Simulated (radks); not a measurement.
Results of a calculation; reference values are marked as such.
Problem. Species: Si II. Configuration: [Ne] 3s1.5 3p1 4s0.5 (fractional occupations, a model configuration). Code: a radial shooting solver on a logarithmic mesh with Libxc functionals. Model: scalar-relativistic Kohn-Sham, PW91, spin-polarised, spherical densities, finite nucleus; open shells are filled with parallel spins first; Fermi nuclear charge, rms radius 3.1224 fm. Some entries of the table are withheld. Estimate them.

orbital,occ.,eigenvalue (eV),<r> (bohr),<1/r> (bohr^-1)
1s up,1,-1800.042,0.1113,13.64
1s down,1,-1799.847,0.1113,13.64
2s up,1,-152.5645,0.5678,2.581
2s down,1,-152.3074,0.5674,2.582
2p up,3,-108.7667,0.5368,2.464
2p down,3,-108.4691,0.5362,2.465
3s up,1,-22.1577,2.000,0.6788
3s down,0.5,-20.0470,2.009,0.6807
3p up,1,-14.4302,(1),0.5737
3p down,0,-12.4108,(2),0.5634
4s up,0.5,-5.8162,5.305,0.2507
3d up,0,-5.4687,3.643,0.3436
4p up,0,-4.1732,6.429,0.2071

Solution. 
(1) 3p up <r> (bohr): 2.332
(2) 3p down <r> (bohr): 2.393
